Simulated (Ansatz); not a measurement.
A made-up structure of SiHSeO, doublet:

O1  (3.588, -0.914, 0.909)
Si2  (-0.218, 0.027, 0.008)
Se3  (1.940, -0.451, 0.182)
H4  (-0.436, 0.992, -1.098)
(Å)

It is relaxed with PBE-D4/def2-SVP and then PBE0-D4/def2-TZVP (Ansatz 0.2.0). Atoms count as bonded within 1.22 times the sum of their covalent radii (H–H: 0.88 Å). The end point is not checked to be a true minimum.

(1) Does its bonding change? (Judge from chemistry; the calculation decides.)

## Answers

(1) By the calculation: No: no bond forms or breaks.

Where it ends: The first stage lowers the energy by 1.46 eV in 8 steps. It ends as SiHSeO ([O][Se][SiH]):
```
atom    x (Å)    y (Å)    z (Å)
  O1   2.8992  -0.9862   0.9667
 Si2  -0.0271  -0.1174   0.2475
 Se3   2.2144  -0.0303  -0.2407
  H4  -0.2130   0.7885  -0.9724
```

Labels in which every atom is bracketed show which atoms are joined, not bond orders.

For scale, one of the runs: PBE0-D4/def2-TZVP relaxation, 122 basis functions, launched by `ansatz run in.yaml --threads 2 --pin off --events-out ev --progress --plain --max-ram 4352MiB`. The run took about 73 s on 2 CPU threads of an Arm Neoverse V2 (shared host).
